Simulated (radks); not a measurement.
Problem. These are the eigenvalues of the occupied orbitals of an atom or ion with whole-number occupations (eV). Calculated with a radial shooting solver on a logarithmic mesh with Libxc functionals: Dirac Kohn-Sham, LDA (Slater exchange, Perdew-Wang correlation), spin-unpolarised, spherical densities, point nucleus.

1s1/2: -4526.687
2s1/2: -608.2718
2p1/2: -527.4361
2p3/2: -522.7405
3s1/2: -168.6948
3p1/2: -146.1982

Which element is it, and in what charge state? The configuration may be excited. Open shells, if any, fill j = l - 1/2 first.

Solution. Z = 21, scandium, charge +7: Sc7+ in [Ne] 3s2 3p2. The list shows which subshells hold electrons but not how many an open one holds; the 1s level, -166.35 hartree, gives Z - s = 18.2 by -(Z - s)^2/2, which with screening and relativity narrows Z to a few neighbours, and the depths of the outer levels then fix element, charge and occupations together.
